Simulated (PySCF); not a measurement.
Radial density of N+ (nitrogen, charge +1)

M06-L, [He] 2s2 2p2, high-spin 3P determinant. Calculation: PySCF 2.14, in aug-cc-pVDZ; the non-relativistic Hamiltonian (point nucleus).

```tsv
r (bohr)	4πr²ρ (e/bohr)	4πr²(ρα − ρβ)
0.00476	0.05494	0.0001
0.00801	0.1492	0.0001
0.0135	0.3898	0.0004
0.0227	0.9720	0.0010
0.0381	2.216	0.0026
0.0641	4.381	0.0068
0.108	6.793	0.0213
0.181	7.103	0.0885
0.305	4.099	0.3450
0.513	2.127	0.9490
0.863	3.125	1.5499
1.45	2.192	1.0191
2.44	0.3570	0.1622
4.11	0.007636	0.0058
6.91	4.682e-05	0.0000
```
